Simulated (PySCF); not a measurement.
C3H6FNSi, SMILES C1(=C/F)/[SiH2]NC1. Heavy atoms are numbered as in [F:1]/[CH:2]=[C:3]1/[CH2:4][NH:5][SiH2:6]1. Hydrogens are named by the atom that carries them.

Geometry optimised at r2SCAN-D4/def2-SVP. The structure was generated by enumeration; whether it is a known compound was not checked.

Computed with B3LYP/pcSseg-1 run with PySCF.

GIAO shieldings, no solvent; atoms alike by connectivity are averaged. δ = σ(ref) − σ: ¹⁹F against CFCl3 (σ = 161.7 ppm); ¹³C against TMS (σ = 181.3 ppm); ¹⁵N against NH3 (σ = 265.5 ppm); ²⁹Si against TMS (σ = 338.7 ppm); ¹H against TMS (σ = 31.68 ppm), references at their B3LYP-D3(BJ)/def2-TZVP geometries, non-relativistic.

```json
[
 {"atoms": "F1", "nucleus": "¹⁹F", "count": "1", "δ (ppm)": "-110.9"},
 {"atoms": "C2 (CH)", "nucleus": "¹³C", "count": "1", "δ (ppm)": "162.2"},
 {"atoms": "C3", "nucleus": "¹³C", "count": "1", "δ (ppm)": "?"},
 {"atoms": "C4 (CH2)", "nucleus": "¹³C", "count": "1", "δ (ppm)": "?"},
 {"atoms": "N5 (NH)", "nucleus": "¹⁵N", "count": "1", "δ (ppm)": "23.8"},
 {"atoms": "Si6 (SiH2)", "nucleus": "²⁹Si", "count": "1", "δ (ppm)": "-25.5"},
 {"atoms": "H on C2", "nucleus": "¹H", "count": "1", "δ (ppm)": "7.23"},
 {"atoms": "H on Si6", "nucleus": "¹H", "count": "2", "δ (ppm)": "?"},
 {"atoms": "H on C4", "nucleus": "¹H", "count": "2", "δ (ppm)": "?"},
 {"atoms": "H on N5", "nucleus": "¹H", "count": "1", "δ (ppm)": "?"}
]
```

Complete the blanks. (Estimate from the structure and the level; the computed values follow.)


- C3, δ (ppm): 126.1
- H on Si6, δ (ppm): 6.09
- H on N5, δ (ppm): 0.31
- C4 (CH2), δ (ppm): 59.6
- H on C4, δ (ppm): 4.83
